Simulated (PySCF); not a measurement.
**Polarisability and C₆ of Ti (titanium, neutral)**

[Ar] 3d2 4s2, high-spin 3F determinant. All numbers are calculated (PySCF 2.14, the non-relativistic Hamiltonian (point nucleus), in aug-cc-pVTZ). Coupled (time-dependent) response in atomic units; α is the mean over directions.

| method | mean α (bohr³) | C₆ (like pair) | S(−4) |
| --- | --- | --- | --- |
| B97-3 | 110.5 | 1304 | 6308 |

S(−4) is the Cauchy moment in α(ω) = α(0) + S(−4) ω² + …

Reference α: 87 ± 10 bohr³ (recommended; Schwerdtfeger and Nagle, table of static dipole polarizabilities (2023 update)). Published C₆: 1044 (Chu and Dalgarno (2004); Tang, Norbeck and Certain (1976)).

α(iu) at B97-3:

| u (hartree) | α(iu) (bohr³) |
| --- | --- |
| 0 | 110.5 |
| 0.0500 | 96.92 |
| 0.100 | 71.90 |
| 0.200 | 37.26 |
| 0.300 | 21.93 |
| 0.500 | 10.64 |
| 0.750 | 6.052 |
| 1.00 | 4.105 |
| 1.50 | 2.371 |
| 2.00 | 1.576 |
| 3.00 | 0.8483 |
| 5.00 | 0.3615 |

A single London oscillator, α(iu) = α/(1 + u²/ω²), gives C₆ = (3/4) ω α². Matching the computed C₆ needs ω = 4 × 1304 / (3 × 110.5²) = 0.142 hartree.
